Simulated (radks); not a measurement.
Question: Species: Cu II. Configuration: [Ar] 3d10. All-electron calculation, scalar-relativistic Kohn-Sham, PBE, spin-polarised, spherical densities, point nucleus. Program: a radial shooting solver on a logarithmic mesh with Libxc functionals. Some entries of the table are withheld. Estimate them.

orbital  occ.  eigenvalue (Ry)  <r> (bohr)
1s          2              (1)     0.05213
2s          2        -78.70581      0.2352
2p          6        -68.01357         (2)
3s          2         -9.06401      0.7127
3p          6         -5.93826      0.7505
3d         10              (3)         (4)

Answer: 
(1) 1s eigenvalue (Ry): -651.1838
(2) 2p <r> (bohr): 0.2064
(3) 3d eigenvalue (Ry): -1.00389
(4) 3d <r> (bohr): 1.015
